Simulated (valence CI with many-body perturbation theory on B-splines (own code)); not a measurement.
## E1 transitions of Mn11+

Level of theory: relativistic CI+MBPT: four valence electrons over a frozen Dirac-Fock core [Ne], radial functions for each j: 11 s, 11 p, 10 d, 8 f, 5 g, 2 h, with the one-electron correlation potential Σ1 (screened to all orders), the two-electron term Σ2, the three-electron term Σ3, Breit, model QED; selected single and double excitations, second order for the rest, scaled by the run's own slope (own B-spline code, finite nucleus).

No measured levels were compared; by estimate levels of excited configurations hold to 0.05 to 0.15 % of their energy, terms of the ground configuration to about 0.5 %. Among the levels kept, up to 560 cm⁻¹ of a level comes from second order outside the variational space, and about a tenth of that is noise between levels of different J, which matters for small intervals.

Lines 1 to 50 of 560 in falling wavelength, among levels below 1114800 cm⁻¹, chosen from the strongest by gf and those to the six lowest levels. Wavelengths and rates use the calculated energies, so an error of 200 cm⁻¹ moves a line at 556.4 Å by 0.11 % and its rate by three times that or more. Electric multipoles are in the length gauge, E1 and E2 with the static RPA response of the core. Weak lines are less certain than strong ones. Lines between different terms over intervals too small for the method are left out, as are lines whose strength nearly cancels. Where a level lies close to another of its J and parity, the split of strength between their lines is uncertain. The highest levels of a list are the least certain.

Names give the largest LS component (configuration and term), which can be under half, so a name can repeat, a term be missing and a line seem to break the LS rules; names also repeat where a configuration has a term twice. Letters in brackets count levels of one name in rising energy.

```
λ vac (Å)               Upper               Lower   A (s⁻¹)  S (a.u.) with core polarisation  S without
    556.4        3p3.3d 3G°_4  3s.3p2.3d 3F_3 [c]  5.74e+08                         4.39e-01   4.57e-01
    556.3        3p3.3d 3G°_5  3s.3p2.3d 3F_4 [c]  9.05e+08                         8.46e-01   8.80e-01
    553.1        3s.3p3 5S°_2        3s2.3p2 3P_2  5.70e+06                         2.38e-03   2.47e-03
    551.7        3s.3p3 3D°_1        3s2.3p2 1S_0  1.70e+06                         4.22e-04   4.40e-04
    551.3        3p3.3d 3G°_3  3s.3p2.3d 3F_2 [c]  7.40e+08                         4.28e-01   4.46e-01
    530.2        3s.3p3 5S°_2        3s2.3p2 3P_1  3.25e+06                         1.19e-03   1.24e-03
    524.7    3p3.3d 3F°_4 [a]  3s.3p2.3d 3F_4 [b]  4.11e+08                         2.63e-01   2.74e-01
    517.5    3p3.3d 3F°_3 [a]  3s.3p2.3d 3F_3 [b]  5.76e+08                         2.76e-01   2.87e-01
    512.1    3p3.3d 3F°_2 [a]  3s.3p2.3d 3F_2 [b]  8.01e+08                         2.65e-01   2.76e-01
    502.8    3p3.3d 1F°_3 [b]  3s.3p2.3d 1F_3 [b]  7.24e+08                         3.18e-01   3.31e-01
    484.5    3p3.3d 3F°_2 [b]  3s.3p2.3d 3D_1 [d]  8.53e+08                         2.39e-01   2.49e-01
    479.7    3p3.3d 3F°_3 [b]  3s.3p2.3d 3D_2 [d]  6.64e+08                         2.53e-01   2.64e-01
    474.2    3p3.3d 1F°_3 [c]  3s.3p2.3d 1F_3 [b]  6.14e+08                         2.26e-01   2.35e-01
    469.1    3p3.3d 3F°_4 [b]  3s.3p2.3d 3D_3 [d]  1.10e+09                         5.04e-01   5.24e-01
    463.0        3p3.3d 3G°_5  3s.3p2.3d 3F_4 [b]  3.80e+08                         2.05e-01   2.12e-01
    453.5        3s.3p3 3P°_1        3s2.3p2 1S_0  1.55e+07                         2.14e-03   2.22e-03
    452.9        3p3.3d 3G°_4  3s.3p2.3d 3F_3 [b]  5.14e+08                         2.12e-01   2.20e-01
    450.2        3s.3p3 3D°_1        3s2.3p2 1D_2  1.87e+07                         2.53e-03   2.63e-03
    450.0        3s.3p3 3D°_2        3s2.3p2 1D_2  7.76e+06                         1.74e-03   1.82e-03
    445.9        3s.3p3 3D°_3        3s2.3p2 1D_2  6.45e+07                         1.97e-02   2.05e-02
    422.3    3p3.3d 3D°_3 [b]  3s.3p2.3d 3F_4 [c]  8.57e+08                         2.23e-01   2.32e-01
    419.2    3p3.3d 3F°_4 [b]  3s.3p2.3d 3F_4 [c]  9.20e+08                         3.01e-01   3.13e-01
    408.6            3p4 1D_2        3s.3p3 1D°_2  3.91e+09                         6.59e-01   6.85e-01
    407.2            3p4 1S_0        3s.3p3 1P°_1  6.22e+09                         2.07e-01   2.16e-01
    404.3    3p3.3d 3P°_2 [b]  3s.3p2.3d 3D_3 [c]  1.64e+09                         2.67e-01   2.77e-01
    402.1    3p3.3d 1F°_3 [a]  3s.3p2.3d 1D_2 [b]  1.57e+09                         3.53e-01   3.66e-01
    401.0        3s.3p3 3D°_1        3s2.3p2 3P_2  1.07e+07                         1.02e-03   1.06e-03
    400.8        3s.3p3 3D°_2        3s2.3p2 3P_2  6.34e+07                         1.01e-02   1.05e-02
    397.5        3s.3p3 3D°_3        3s2.3p2 3P_2  1.16e+09                         2.51e-01   2.61e-01
    395.4    3p3.3d 1F°_3 [b]  3s.3p2.3d 1D_2 [b]  1.06e+09                         2.27e-01   2.36e-01
    395.1  3s.3p2.3d 1F_3 [a]     3s2.3p.3d 1D°_2  7.99e+08                         1.70e-01   1.77e-01
    391.2    3p3.3d 3D°_2 [a]  3s.3p2.3d 3P_1 [a]  1.13e+09                         1.67e-01   1.74e-01
    389.6        3p3.3d 3G°_3      3s.3p2.3d 3G_3  2.21e+09                         4.50e-01   4.68e-01
    389.3        3p3.3d 3G°_4      3s.3p2.3d 3G_4  2.16e+09                         5.66e-01   5.88e-01
    389.0    3p3.3d 3P°_2 [b]      3s.3p2.3d 3S_1  1.22e+09                         1.78e-01   1.84e-01
    388.9        3p3.3d 3G°_5      3s.3p2.3d 3G_5  2.68e+09                         8.55e-01   8.89e-01
    388.8        3s.3p3 3D°_1        3s2.3p2 3P_1  3.34e+08                         2.91e-02   3.02e-02
    388.6        3s.3p3 3D°_2        3s2.3p2 3P_1  1.29e+09                         1.88e-01   1.95e-01
    387.8    3p3.3d 1P°_1 [a]  3s.3p2.3d 1P_1 [a]  2.14e+09                         1.85e-01   1.92e-01
    386.8    3p3.3d 1D°_2 [a]  3s.3p2.3d 1F_3 [a]  3.44e+09                         4.91e-01   5.10e-01
    382.6        3s.3p3 3P°_1        3s2.3p2 1D_2  4.10e+07                         3.40e-03   3.53e-03
    382.0        3s.3p3 3P°_2        3s2.3p2 1D_2  4.90e+06                         6.74e-04   7.02e-04
    379.8  3s.3p2.3d 1F_3 [a]     3s2.3p.3d 3P°_2  1.45e+09                         2.74e-01   2.84e-01
    379.1    3p3.3d 3D°_3 [a]  3s.3p2.3d 3P_2 [a]  1.57e+09                         2.95e-01   3.07e-01
    378.3        3p3.3d 1G°_4  3s.3p2.3d 1F_3 [a]  5.01e+09                         1.21e+00   1.25e+00
    378.2        3s.3p3 3D°_1        3s2.3p2 3P_0  1.10e+09                         8.80e-02   9.15e-02
    372.9        3p3.3d 1G°_4      3s.3p2.3d 1G_4  5.71e+09                         1.32e+00   1.37e+00
    370.0    3p3.3d 3D°_3 [b]  3s.3p2.3d 3D_3 [b]  1.47e+09                         2.57e-01   2.67e-01
    367.7    3p3.3d 3F°_4 [b]  3s.3p2.3d 3D_3 [b]  1.52e+09                         3.35e-01   3.47e-01
    365.1        3p3.3d 1G°_4  3s.3p2.3d 3D_3 [a]  8.58e+08                         1.85e-01   1.92e-01
```
